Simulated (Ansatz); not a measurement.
`C[Se][Se]C` + `C[Se][SnH]([Cl])[Cl]` → `C[Se][Sn]([Cl])([Cl])[Se]C` + `C[SeH]`  (formal exchange of groups at the Se–Se bond)

Calculated with Ansatz (gas phase, PBE0-D4/def2-TZVP geometries, no zero-point term in ΔE). CCSD(T)/CBS is the MP2 limit (def2-TZVPP, def2-QZVPP) plus CCSD(T) − MP2 in def2-TZVPP, frozen cores. DFT in def2-TZVPP. def2 core potentials past Kr. For Se, Sn outer-core shells are correlated without core-valence functions, which leaves a few kJ/mol of doubt a bond. Scalar relativity is left out up to krypton. Each species was taken in one conformer, which may not be the lowest.

```tsv
level	ΔE (kJ/mol)
B97M-V	-53.2
r2SCAN0-D4	-61.3
r2SCAN	-58.0
PBE0	-55.5
```

(1) What does CCSD(T)/CBS give? (Best estimate.)

Largest T1 diagnostic among the species: 0.011.

Results:

(1) Computed: -67.9 kJ/mol. The listed levels differ from it by 14.7, 6.6, 9.9, 12.4 kJ/mol.

The D4 term adds −7.3 kJ/mol with B3LYP and −4.8 kJ/mol with PBE0; it sums over pairs of atoms, weighted by their polarisabilities, and B3LYP, whose exchange is more repulsive, gets the larger term. Leaving LDA and LC-ωPBE aside and taking each functional with its dispersion term where it has one, the values, not all of them listed here, spread over 11.8 kJ/mol, from BHLYP-D4 to B97M-V.

CCSD(T)/CBS has its own doubt, a few kJ/mol and more with outer-core shells, so smaller differences from it don't rank the levels.

B3LYP here is the variant with VWN-RPA as its local correlation; programs differ in this.
